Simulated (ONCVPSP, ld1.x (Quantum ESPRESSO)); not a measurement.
**Hardness and transferability of assorted potentials**

Generated with ld1.x 7.5 (TM, RRKJ, ultrasoft, PAW), atompaw 4.2 or ONCVPSP 4.0.1. The cutoff is in Ry: for ld1.x and atompaw files where the sum of valence levels is converged to 10 mRy in a Bessel basis, for ONCV files where the hardest occupied wave has 1 mHa per electron of residual kinetic energy. The error is the largest all-electron minus pseudo excitation energy over each file’s own four to seven test configurations (ionisations up to +4, promotions, holes and added fractions of an electron), all of which were solved. The labels leave out finer settings (local radius, basis sizes, second energies), which also bear on the numbers. Spin-polarised tests are not counted. The rows are a selection from randomly drawn settings: files with unsolved tests, undetermined cutoffs or missed reference levels are left out.

A true bound ghost makes a file unfit for plane-wave use even where its test errors are small: the radial tests pick states by their node count and pass the ghost by.

| element | potential | cutoff (Ry) | largest error (meV) | bound ghosts |
| --- | --- | --- | --- | --- |
| B | ONCV, PW91, scalar-relativistic, rc 1.35/3.10/2.95 (spd), local smoothed, core correction yes, reference 2s2 2p1, qcut 4/4.8/3.2, projectors 2/2/1 | 42 | +278 | none |
| F | TM, PBE, non-relativistic, rc 0.60/1.35 (sp), local smoothed, core correction no, reference 2s2 2p5 | 180 | +459 | s |
| Si | ONCV, LDA (Perdew-Zunger), scalar-relativistic, rc 1.30/2.30/1.80 (spd), local smoothed, core correction no, reference 3s2 3p2, qcut 5.8/2.8/5.2, projectors 2/2/2 | 29 | +202 | s |
| P | RRKJ, PBE, scalar-relativistic, rc 1.60/1.30/1.50 (spd), local s, core correction yes, reference 3s2 3p3 | 55 | +157 | none |
| Br | TM, LDA (PZ), scalar-relativistic, rc 1.25/1.40/1.40 (spd), local smoothed, core correction yes, reference 4s2 4p5 | 50 | +109 | none |
| Cd | ONCV, PBE, scalar-relativistic, rc 1.60/1.85/1.45/2.00 (spdf), local smoothed, core correction yes, reference 4s2 4p6 4d10 5s1.5 5p0.5, qcut 9.6/8.3/9.8/5.6, projectors 2/2/2/2 | 71 | -6.2 | none |
| Pm | TM, BP86, scalar-relativistic, rc 1.30/1.95/3.00/1.30 (spdf), local s, core correction yes, reference 4f5 5s2 5p6 5d0 6s0 6p0 | 200 | -107 | none |

Problem. Fill in the row for S: ultrasoft, PBE, scalar-relativistic, rc 1.25/1.15/1.35 (spd), local smoothed, core correction yes, reference 3s1.5 3p4.5.

Solution. cutoff 45 Ry, largest error -1.3 meV, bound ghosts: p, s.

Problem. Fill in the row for Ag: ONCV, PBE, scalar-relativistic, rc 1.60/1.55/1.90/1.70 (spdf), local smoothed, core correction yes, reference 4s2 4p6 4d10 5s1, qcut 7/10.6/9.5/7.3, projectors 2/2/2/2.

Solution. cutoff 55 Ry, largest error +8.6 meV, bound ghosts: none.
